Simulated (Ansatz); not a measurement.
All numbers were calculated with Ansatz.

H9NSi2Sn, SMILES `[SiH3][NH][SnH2][SiH3]` at its PBE0-D4/def2-TZVP geometry, where that method's forces vanish. The species carries charge 0 and has multiplicity 1. Sn takes the def2 core potential.

| atom | x (Å) | y (Å) | z (Å) |
| --- | --- | --- | --- |
| Si1 | -1.561 | 1.390 | 0.117 |
| N2 | -0.266 | 0.993 | 1.161 |
| Sn3 | 1.043 | -0.551 | 0.981 |
| Si4 | 0.914 | -1.407 | -1.430 |
| H5 | -2.913 | 1.089 | 0.674 |
| H6 | -1.567 | 2.832 | -0.262 |
| H7 | -1.386 | 0.571 | -1.116 |
| H8 | -0.190 | 1.507 | 2.027 |
| H9 | 0.630 | -1.749 | 2.138 |
| H10 | 2.580 | 0.078 | 1.401 |
| H11 | 1.111 | -0.286 | -2.383 |
| H12 | -0.394 | -2.061 | -1.685 |
| H13 | 1.999 | -2.406 | -1.624 |

(1) For each bond, give half the difference of the two atoms' forces along it (eV/Å; positive pushes the atoms apart) under PBE-D4, r2SCAN-D4, B3LYP-D4, ωB97M-V in def2-TZVPP. (Estimate.)

Answers

(1) The calculation gave: 
```csv
bond,length (Å),PBE-D4,r2SCAN-D4,B3LYP-D4,ωB97M-V
Si1–N2,1.710,0.08,0.00,0.06,0.13
Si1–H5,1.493,0.03,-0.03,-0.09,-0.14
Si1–H6,1.491,0.04,-0.03,-0.09,-0.14
Si1–H7,1.490,0.05,-0.03,-0.09,-0.09
N2–Sn3,2.033,0.14,0.10,0.23,0.06
N2–H8,1.010,0.18,0.01,-0.07,-0.04
Sn3–Si4,2.561,-0.09,-0.01,0.10,0.02
Sn3–H9,1.715,0.07,-0.01,-0.01,-0.08
Sn3–H10,1.713,0.08,-0.02,-0.02,-0.08
Si4–H11,1.485,0.08,-0.02,-0.08,-0.10
Si4–H12,1.485,0.08,-0.02,-0.08,-0.10
Si4–H13,1.488,0.09,-0.02,-0.08,-0.10
```

B3LYP here is the variant with VWN-RPA as its local correlation; programs differ in this.
